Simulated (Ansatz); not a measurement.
The cluster HfZrO₄. The state is a singlet with charge 0. Geometry relaxed at PBE0-D4/def2-SVP.

```
atom    x (Å)    y (Å)    z (Å)
 Hf1  -0.4915  -1.5099  -0.1137
 Zr2  -0.0692   1.3917  -0.7076
  O3  -1.3954   0.2208   0.1966
  O4   0.9096   2.3027   0.4227
  O5   0.7296  -0.3680  -1.1691
  O6   0.3169  -2.0372   1.3711
```

In the def2 sets Hf, Zr take a core potential; there is no spin–orbit coupling. The structure comes from a short search, and lower isomers may exist.

(1) Estimate the harmonic wavenumbers at RKS PBE0-D4/def2-SVP (Ansatz, unscaled). Is this a minimum?

## Answers

(1) 98, 151, 175, 251, 261, 318, 488, 609, 676, 688, 913, 958 cm⁻¹. Yes, no mode is imaginary beyond noise. Zero-point energy 33.4 kJ/mol. Hardware: 4 threads of Arm Neoverse V1 on a shared host. Wall time 71 s.
